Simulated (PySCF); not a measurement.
The dipole of `N[SiH2]O[SiH3]` from its density and from atomic charges.

Coordinates (PBE0-D3(BJ)/def2-SVP, Å) and charges (e) from the PBE0/pcSseg-1 density (PySCF):

```tsv
atom	x	y	z	Mulliken	IAO	Hirshfeld	ESP-fitted
N1	-1.913	0.352	-0.418	-0.6571	-0.8420	-0.3146	-1.1189
Si2	-0.937	-0.633	0.593	+0.9362	+1.0742	+0.4216	+0.9152
O3	0.671	-0.192	0.665	-0.7616	-0.8804	-0.3192	-0.5462
Si4	1.908	0.268	-0.335	+0.7170	+0.8467	+0.3780	+0.5813
H5	-2.158	1.304	-0.172	+0.2015	+0.2659	+0.1232	+0.4286
H6	-1.963	0.199	-1.418	+0.2034	+0.2663	+0.1221	+0.4129
H7	-1.438	-0.538	1.989	-0.1344	-0.1451	-0.0801	-0.1539
H8	-1.017	-2.017	0.046	-0.1388	-0.1562	-0.0843	-0.1606
H9	1.843	-0.468	-1.637	-0.1294	-0.1517	-0.0856	-0.1258
H10	3.205	-0.036	0.333	-0.1146	-0.1314	-0.0769	-0.1120
H11	1.838	1.734	-0.620	-0.1223	-0.1463	-0.0841	-0.1207
```

Form Σ q r in debye for every column and set it beside the full dipole.

The full density gives (-0.66, 0.95, -1.31) D, 1.75 D in size; dipole vectors point from the negative to the positive end.

```csv
scheme,μx,μy,μz,size (D),share of the full size (%),angle to the full dipole (°)
Mulliken,-0.45,0.11,-1.27,1.35,77,29
IAO,-0.33,0.17,-1.46,1.50,86,30
Hirshfeld,-0.72,0.38,-0.71,1.08,62,20
ESP-fitted,-0.66,0.91,-1.33,1.74,99,1
```

Which set comes closest?

Length of the difference vector: ESP-fitted 0.05 D, Hirshfeld 0.83 D, IAO 0.86 D, Mulliken 0.87 D. Closest: ESP-fitted. The schemes that divide the density aren't constrained to reproduce the dipole.

What is left for the Hirshfeld atoms' own dipoles?

The shares of the density sum to the whole, so what Σ q r misses lies in dipoles about the nuclei. The atomic dipoles sum to (-0.66, 0.95, -1.31) − (-0.72, 0.38, -0.71) = (0.06, 0.57, -0.60) D, 0.83 D in size.

With the origin at the mean of the coordinates, (0.004, -0.002, -0.089) Å, which are the largest single terms, by size, of the Mulliken dipole along the direction of the full one?

N1 -3.67, O3 +3.36, Si2 -2.25, H6 +1.81, H5 +1.54 D; all 11 atoms together +1.18 D. The single terms depend on the origin, their sum doesn't.

Give the size of the full dipole in other units.

1.75 D = 0.688 au = 0.364 e·Å = 5.83 × 10⁻³⁰ C·m.

Isolated species at its PBE0-D3(BJ)/def2-SVP geometry (one conformer only).

The run behind these numbers computed NMR shieldings as well. On one thread, Arm Neoverse N1 (aarch64), on a shared host, this took 15 s and 0.54 GiB of memory at its peak.

Conformer computed: `[NH2:1][SiH2:2][O:3][SiH3:4]`: N1–Si2–O3–Si4 -45°, H–N1–Si2–O3 -71°, H–N1–Si2–O3 83°.
